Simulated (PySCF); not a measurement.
**Radial density of F²⁺ (fluorine, charge +2)**

MN15, [He] 2s2 2p3, high-spin 4S determinant. Computed with PySCF 2.14 in aug-cc-pVDZ (4s3p2d, 23 functions), with the non-relativistic Hamiltonian (point nucleus).

| r (bohr) | 4πr²ρ (e/bohr) | 4πr²(ρα − ρβ) |
| --- | --- | --- |
| 0.00373 | 0.07355 | 0.0000 |
| 0.00628 | 0.1997 | 0.0000 |
| 0.0106 | 0.5213 | 0.0001 |
| 0.0178 | 1.298 | 0.0003 |
| 0.0299 | 2.954 | 0.0011 |
| 0.0503 | 5.819 | 0.0061 |
| 0.0846 | 8.963 | 0.0387 |
| 0.142 | 9.303 | 0.2238 |
| 0.239 | 5.594 | 0.8951 |
| 0.402 | 3.862 | 2.2366 |
| 0.677 | 5.451 | 3.1727 |
| 1.14 | 3.191 | 1.8018 |
| 1.92 | 0.3885 | 0.2161 |
| 3.22 | 0.007742 | 0.0067 |
| 5.42 | 9.956e-05 | 0.0001 |
